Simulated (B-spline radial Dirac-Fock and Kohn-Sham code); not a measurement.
**Radiative decay of the 3p3/2 hole in Gd³⁺**

System: the Gd³⁺ ion, configuration [Xe] 4f6 6s1 (not the ground configuration).

Input file task.json (cfg lists n, l and occupation; rrms is the nuclear radius in fm):

```json
{"items": [{
  "Z": 64,
  "q": 3,
  "cfg": [[1, 0, 2], [2, 0, 2], [2, 1, 6], [3, 0, 2], [3, 1, 6], [3, 2, 10], [4, 0, 2], [4, 1, 6], [4, 2, 10], [4, 3, 6], [5, 0, 2], [5, 1, 6], [6, 0, 1]],
  "A": 158,
  "rrms": 5.1569,
  "do": ["binding", "quiet", "decay"],
  "holes": ["K", "L1", "L2", "L3", "M1", "M2", "M3", "M4", "M5", "N1", "N2", "N3", "N4", "N5"]
}]}
```

Command: `python xray_run.py task.json out`

Calculated with a B-spline atomic structure program, using independent-particle radiative and Coulomb Auger rates from relativistic LDA hole-state orbitals, with Dirac-Fock energies.

| line | multipole | energy (eV) | width (meV) | share (%) |
| --- | --- | --- | --- | --- |
| M3-M4 | E1 | 331.5 | 0.0794 | 0.575 |
| M3-M5 | E1 | 361.9 | 0.956 | 6.93 |
| M3-N1 | E1 | 1161.4 | 2.22 | 16.1 |
| M3-N2 | E2 | 1238.6 | 0.00366 | 0.0265 |
| M3-N3 | E2 | 1270.6 | 0.00321 | 0.0233 |
| M3-N4 | E1 | 1399.3 | 1.10 | 7.98 |
| Mγ (M3-N5) | E1 | 1405.0 | 8.93 | 64.7 |
| M3-O1 | E1 | – | 0.435 | 3.15 |
| M3-N6 | E2 | 1550.4 | 0.00317 | 0.0230 |
| M3-N7 | E2 | 1551.2 | 0.0187 | 0.136 |
| M3-P1 | E1 | 1574.9 | 0.0474 | 0.344 |

The listed lines hold 100.0 % of the radiative rate. A dash stands for an energy that rests on an unreliable hole state. The radiative width is 0.0138 eV in the length form and 0.0135 eV in the velocity form; the two differ because the transition energies are not eigenvalue differences of the potential that gave the orbitals.
